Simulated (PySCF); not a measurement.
A side-by-side comparison of computed properties.

First species: C₆H₁₄Si₃.
InChI=1S/C6H14Si3/c1-4-5-9(7,8)6(2)3/h2H2,1,3,7-8H3

Second species: C6H5FO2Si.
SMILES: `F[Si@](C#C)(C#CC)OC=O`

Levels: PBE0/pcSseg-1 for dipole moment, HOMO energy, LUMO energy and HOMO–LUMO gap; GFN2-xTB for rotational constant A and rotational constant C. Geometries: GFN2-xTB. All species are isolated and taken at one optimised geometry, non-relativistic unless stated. Electronic properties by PySCF.

Dipoles, sizes and rotational constants follow the conformer. The torsions of the flexible species, by atom-mapped SMILES:
- `[CH2:1]=[C:2]([CH3:3])[Si:4]([SiH3:5])([SiH3:6])[C:7]#[C:8][CH3:9]`: C1–C2–Si4–Si5 -112°
- `[CH:1]#[C:2][Si@@:3]([F:4])([C:5]#[C:6][CH3:7])[O:8][CH:9]=[O:10]`: C2–Si3–O8–C9 -65°, Si3–O8–C9–O10 0°

Question: Which of the two has the higher HOMO energy, and by how much?

Answer: The first: -7.16 eV against -8.26 eV, a difference of 1.10 eV.

Question: Which of the two has the higher rotational constant C, and by how much?

Answer: The second: 0.681 GHz against 0.591 GHz, a difference of 0.090 GHz.

Question: Which has the higher rotational constant A?

Answer: The second: 1.227 GHz against 0.923 GHz, a difference of 0.304 GHz.

Question: Which has the higher dipole moment?

Answer: The second: 2.11 D against 1.50 D, a difference of 0.61 D.

Question: Which has the higher HOMO–LUMO gap?

Answer: The second: 7.30 eV against 6.63 eV, a difference of 0.67 eV.

Question: Which of the two has the higher LUMO energy, and by how much?

Answer: The first: -0.53 eV against -0.96 eV, a difference of 0.43 eV.

On the first: The dipole matches unit charges of opposite sign 0.31 Å apart (1 e·Å = 4.8032 D). A dipole of 1.50 D is allowed in C1, and pure rotational transitions are dipole-allowed.

On the second: The dipole matches unit charges of opposite sign 0.44 Å apart (1 e·Å = 4.8032 D). A dipole of 2.11 D is allowed in C1, and pure rotational transitions are dipole-allowed. GFN2-xTB frequencies show an imaginary mode (32i cm⁻¹), so this geometry is no minimum at that level.
